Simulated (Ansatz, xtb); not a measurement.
**F2GeH2NSi: where a starting geometry ends**

The starting geometry of this gas-phase doublet was built from a drawn formula by distance geometry and a force field; its bonds are those of `[F][Ge]1([F])[NH][SiH]1`.

```yaml
atoms:
  - { symbol: F, position_ang: [-3.9957, -1.9315, -1.7615] }
  - { symbol: F, position_ang: [-2.4238, 0.6166, -1.6966] }
  - { symbol: Ge, position_ang: [-2.4599, -1.1032, -1.4534] }
  - { symbol: N, position_ang: [-2.0195, -1.4796, 0.3445] }
  - { symbol: Si, position_ang: [-0.6455, -2.2597, -0.5438] }
  - { symbol: H, position_ang: [-2.6141, -2.2634, 0.6836] }
  - { symbol: H, position_ang: [-0.8960, -3.6938, -0.6857] }
```

Q: Predict what becomes of its bonds when it is optimised with r2SCAN-D4/def2-SVP.

A: It keeps its bonds, and is `[F][Ge]1([F])[NH][SiH]1`.

The energy falls by 0.56 eV over 11 steps:

| step | E − E(last) (eV) |
| --- | --- |
| 1 | 0.562 |
| 2 | 0.303 |
| 3 | 0.172 |
| 4 | 0.097 |
| 5 | 0.026 |
| 7 | 0.003 |
| 8 | 0.000 |
| 9 | 0.000 |
| 10 | 0.000 |
| 11 | 0.000 |

Final geometry (Å):

```xyz
7

F    -4.0009   -1.6717   -2.0676
F    -2.6100    0.5686   -1.6109
Ge   -2.4457   -1.1548   -1.4941
N    -2.1207   -1.7541    0.2387
Si   -0.6909   -2.3569   -0.5796
H    -2.5786   -1.8826    1.1402
H    -0.6077   -3.8632   -0.7396
```

From the same start GFN2-xTB ends elsewhere, differing in F1–Ge3 (3.00 against 1.74 Å here), F1–Si5 (1.63 against 3.69 Å here), Ge3–Si5 (3.14 against 2.32 Å here).

The end wasn't checked by frequencies. Open shells are spin-unrestricted. Run with Ansatz 0.2.0, 55 s on 2 threads of Intel(R) Xeon(R) 6975P-C (Granite Rapids), with other jobs on the host.
